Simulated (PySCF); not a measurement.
How methods differ on the ionisation energy of As¹⁵⁺

As¹⁵⁺ [Ar] → As¹⁶⁺ [Ne] 3s2 3p5 [3p1/2^2 3p3/2^3, M_J = 3/2], as a difference of total energies. Computed with PySCF 2.14 in an even-tempered Gaussian basis (20 s from 1.3 bohr⁻², ratio 2.4; 14 p from 1.7 bohr⁻², ratio 2.4; 5 d from 9.5 bohr⁻², ratio 2.6; 4 f from 14 bohr⁻², ratio 2.6), with the two-component X2C-1e Hamiltonian. Correlated levels: 1s2 frozen; the 58 highest virtual spinors dropped. "Screened" scales the spin-orbit matrix elements by Boettger's factors to mimic the two-electron term; Breit and QED terms are absent.

```
                    method  ionisation energy (eV)
           GHF (spin-free)                  589.02
          GMP2 (spin-free)                  589.79
 GHF (screened spin-orbit)                  586.66
GMP2 (screened spin-orbit)                  587.43
```

Question: How much does correlation contribute at GMP2 (screened spin-orbit)?

Answer: 587.43 − (586.66) = 0.77 eV, measured against GHF (screened spin-orbit).

Breit and QED terms and the two-electron picture change are absent.

The spin-free rows lack the spin-orbit shift.

For comparison: 587.6 ± 1.9 eV (semi-empirical (NIST evaluation); NIST Atomic Spectra Database, ionization energies).
